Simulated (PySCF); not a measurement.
**How methods differ on the ionisation energy of Ge(23+)**

Ge(23+) [He] 2s2 2p5 (2P) → Ge(24+) [He] 2s2 2p4 (3P), as a difference of total energies. Calculation: PySCF 2.14, in an even-tempered Gaussian basis (18 s from 5.5 bohr⁻², ratio 2.2; 11 p from 7.2 bohr⁻², ratio 2.2; 6 d from 35 bohr⁻², ratio 2.4; 5 f from 52 bohr⁻², ratio 2.4; 5 g from 79 bohr⁻², ratio 2.4); no relativity, point nucleus. Correlated levels: nothing frozen; virtual orbitals above 40 to 60 times the deepest correlated orbital energy dropped. The calculations carry no spin-orbit coupling.

```
                 method  ionisation energy (eV)
                    UHF                  2296.8
                    LDA                  2296.6
                    PBE                  2297.5
                   PBE0                  2297.8
                   BP86                  2298.3
    MP2 (all electrons)                  2298.4
SCS-MP2 (all electrons)                  2298.4
```

**Question.** Estimate what r2SCAN gives.

**Answer.** 2299.4 eV, closest to MP2 (all electrons) among the rows shown.

**Question.** Estimate what BHandHLYP gives.

**Answer.** 2298.3 eV, closest to BP86 among the rows shown.

Spin-orbit coupling is strong in these open shells (close to jj coupling). The scalar numbers leave it out and a first-order estimate fails, so it can dominate the gap to the real levels.

All relativistic terms are absent from these numbers, so their closeness to the reference says little about the methods.

For comparison: 2304 ± 4 eV (semi-empirical (NIST evaluation); NIST Atomic Spectra Database, ionization energies).
